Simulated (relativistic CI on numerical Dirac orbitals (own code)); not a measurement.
**Ce⁴⁺: M4,5 absorption edge**

Computed with this model: Dirac-Coulomb-Breit CI, KLI orbitals optimised for each configuration, a model potential for QED, valence Slater integrals scaled by 0.9, multiplet model of core-to-valence dipole absorption; configurations [Kr] 4d10 5s2 5p6 → [Ar] 3d9 4s2 4p6 4d10 4f 5s2 5p6; 300 K; Lorentzian 0.36 eV and Gaussian 0.4 eV FWHM. Energies are those of the free ion, without screening or charge transfer. The branching ratio is the share of the lower-energy edge in the whole absorption, uncertain by about 0.02 where the edges overlap. S is read from ⟨S²⟩ = S(S + 1).

free ion: ground-state S = 0.00, centroid 899.57 eV, branching ratio 0.372. Peaks (eV, height): 888.2 (58), 906.4 (100).

The statistical ratio of this edge is 3/5 = 0.600. Values above it arise where the holes sit mainly in the j = l + 1/2 valence subshell or the ground state has high spin; values below it where core-valence Coulomb terms move weight to the upper edge, as in nearly empty shells.

Strongest unbroadened transitions for free ion:

```
Energy (eV)  Relative strength
     882.72                0.5
     888.15               58.8
     906.37              100.0
```
